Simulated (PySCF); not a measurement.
Input of a run (PBE0-D3(BJ)/def2-SVP geometry optimisation, gas phase, def2 core potentials past Kr (PySCF 2.14.0)), started from GFN2-xTB:
```
{"job": {"xc": "PBE0", "basis": "def2-SVP", "d3": "d3bj", "grid": 1, "maxiter": 40, "shake": 0.03, "kind": "geom"}, "charge": 0, "multiplicity": 1}
Sn    -0.077240    -0.825490     1.804170
H     -0.909040    -2.237230     1.743530
H     -1.117240     0.321790     2.647310
H      1.508010    -0.815370     2.363650
N     -0.017040    -0.235750    -0.171210
C     -1.269120    -0.223410    -0.877910
Sn     1.444630     0.955990    -0.924000
H      1.014850     2.585020    -0.919150
H      1.542650     0.455900    -2.432710
H      2.780700     0.708330    -0.007130
H     -1.089810    -0.304210    -1.916630
H     -1.856540     0.649460    -0.665860
H     -1.924190    -1.087140    -0.621860
```

Output (energies in Eh, forces in Eh/bohr):
```
step   0  E = -526.60578388  max force = 0.040707
step   1  E = -526.61804545  max force = 0.010541
step   2  E = -526.61935226  max force = 0.003511
step   3  E = -526.61954252  max force = 0.001135
step   4  E = -526.61958215  max force = 0.000669
step   5  E = -526.61959516  max force = 0.000514
step   6  E = -526.61960047  max force = 0.000414
optimisation converged
```

**Question.** Summarise the run.

**Answer.** The energy falls by 0.376 eV over 7 energy and gradient evaluations, the largest force component goes from 0.0407 to 4.1e-04 Eh/bohr, and the atoms move by 0.087 Å rms after alignment. The bond that changes most is Sn7–H9 (ends: tin bonded to N and 3 H; hydrogen on tin), which lengthens by 0.125 Å. Bonds longer at the end by more than 0.005 Å: 9 of 12; shorter: 3. Among the angles that change most is H2–Sn1–H4, from 119.7° to 112.4°. The energy never rose by more than 1e-6 Eh on the way. The first step brought 89 % of the lowering.

**Question.** What are the final bond lengths?

**Answer.** Sn1–H2 1.717 Å, Sn1–H3 1.723 Å, Sn1–H4 1.712 Å, Sn1–N5 2.043 Å, N5–C6 1.451 Å, N5–Sn7 2.043 Å, C6–H11 1.106 Å, C6–H12 1.110 Å, C6–H13 1.106 Å, Sn7–H8 1.723 Å, Sn7–H9 1.718 Å, Sn7–H10 1.712 Å. Numbering counts from 1 in the input's order; the species is (H3Sn)2NMe, CH9NSn2.

The run used 125 basis functions and 46 SCF cycles in all.

No frequency check.
